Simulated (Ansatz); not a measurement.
H₅GeSi (SMILES [SiH2][GeH3]), doublet, geometry from GFN2-xTB. Base run: CAM-B3LYP/def2-SV(P) run with Ansatz (a program for electronic structure).

Input for Ansatz:
Ansatz 0.2 input:
```yaml
crystal:
  periodic: [false, false, false]
  atoms:
    - {symbol: Si, position_ang: [1.58255728, -0.14883064, 0.22848526]}
    - {symbol: Ge, position_ang: [-0.70737659, 0.06516866, -0.06935058]}
    - {symbol: H, position_ang: [2.35711363, 0.97278161, -0.30935075]}
    - {symbol: H, position_ang: [2.14741312, -1.38590867, -0.31683571]}
    - {symbol: H, position_ang: [-1.50411796, -0.31898370, 1.14733016]}
    - {symbol: H, position_ang: [-1.16165919, 1.47053600, -0.33975223]}
    - {symbol: H, position_ang: [-1.35850081, -0.74019347, -1.16096632]}
basis:
  gaussian:
    orbitals: def2-SV_P_.json
hamiltonian:
  xc: cam_b3lyp
magnetization: {spin_polarized: true, initial_magnetization: 1}
```
The basis file holds def2-SV(P) in the JSON format of the Basis Set Exchange.

Variants of this job, named by their change:

```
change                                       E (Eh)  <S^2>
--------------------------------------  -----------  -----
base                                    -2369.18972  0.752
functional = pbe; dispersion = d3bjatm  -2368.59703  0.753
functional = pbe                        -2368.59245  0.753
functional = lc_wpbe                    -2368.71137  0.754
functional = blyp                       -2369.10409  0.752
functional = wB97X-V                    -2368.83177  0.752
functional = revpbe                     -2368.85195  0.753
functional = pbe0                       -2368.68496  0.753
functional = wB97M-V                    -2368.90933  0.751
functional = hf                         -2366.78965  0.757
functional = blyp; dispersion = d4      -2369.11386  0.752
functional = b3lyp                      -2369.14235  0.752
functional = pbe; dispersion = d3bj     -2368.59703  0.753
```

Total energies compare only within one method and basis.
